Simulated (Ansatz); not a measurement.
Molecule: C₅H₁₀O (charge 0, singlet). 
Structure (B3LYP-D3(BJ)/def2-TZVP (Ansatz, a quantum-chemistry and plane-wave program) minimum search):
SMILES: CCCCC=O
```xyz
16

C     -2.8458    -0.2890    -0.3223
C     -1.4366    -0.6095    -0.8115
C     -0.3516     0.0296     0.0516
C      1.0540    -0.2890    -0.4349
C      2.1628     0.3166     0.3806
O      2.0079     1.0084     1.3534
H     -2.9965    -0.6454     0.6993
H     -3.6035    -0.7559    -0.9539
H     -3.0261     0.7885    -0.3252
H     -1.2934    -1.6951    -0.8296
H     -1.3227    -0.2713    -1.8469
H     -0.4568    -0.3033     1.0875
H     -0.4861     1.1142     0.0746
H      1.2333    -1.3722    -0.4619
H      1.2041     0.0410    -1.4716
H      3.1871     0.0795     0.0192
```

Total electronic energies in hartree. Valence correlation only, unless marked. No spin-orbit coupling. Non-relativistic. Basis-set limits of correlation are two-point, X^-3; Hartree-Fock from the larger set. [CCSD(T)-MP2]/basis is that difference in the basis named.

| level | program | energy (Eh) |
|---|---|---|
| RI-HF/aug-cc-pVQZ | Ansatz | -270.13799 |
| SVWN5/def2-TZVPD | Ansatz | -269.48280 |
| revPBE-D4/def2-TZVPD | Ansatz + dftd4 | -271.82613 |
| PBE0-D3(BJ)/def2-TZVPD | Ansatz + dftd3 | -271.55909 |
| PBE0/def2-TZVPD | Ansatz | -271.54919 |
| PBE0/def2-QZVPP | Ansatz | -271.56646 |
| BHLYP-D4/def2-TZVPD | Ansatz + dftd4 | -271.71971 |
| B2PLYP-D3(BJ)/def2-TZVPD | Ansatz + dftd3 | -271.63960 |
| RPA@PBE/cc-pVQZ | Ansatz | -271.99537 |
| MP2/aug-cc-pVDZ | Ansatz | -270.98005 |
| MP2/cc-pVQZ | Ansatz | -271.29805 |
| RI-MP2/aug-cc-pVQZ | Ansatz | -271.30637 |
| RI-MP2/cc-pVQZ | Ansatz | -271.29758 |
| SCS-MP2/cc-pVQZ | Ansatz | -271.30391 |
| CCSD/STO-3G | Ansatz | -267.08915 |
| CCSD/cc-pVQZ | Ansatz | -271.33641 |
| CCSD(T)/6-31G | Ansatz | -270.54939 |
| CCSD(T)/cc-pVDZ | Ansatz | -271.02461 |
| CCSD(T)/cc-pwCVTZ | Ansatz | -271.32180 |
| RI-MP2/CBS(aug-cc-pVTZ,aug-cc-pVQZ)+[CCSD(T)-MP2]/aug-cc-pVDZ | Ansatz | -271.4499 |
| RI-MP2/CBS(aug-cc-pVTZ,aug-cc-pVQZ)+[CCSD(T)-MP2]/aug-cc-pVTZ | Ansatz | -271.4484 |
| RI-MP2/CBS(cc-pVTZ,cc-pVQZ)+[CCSD(T)-MP2]/cc-pVQZ | Ansatz | -271.4390 |
| CCSD(T)/CBS(cc-pVTZ,cc-pVQZ) | Ansatz | -271.4337 |

Totals of different functionals don't rank their quality; only differences between species are comparable.
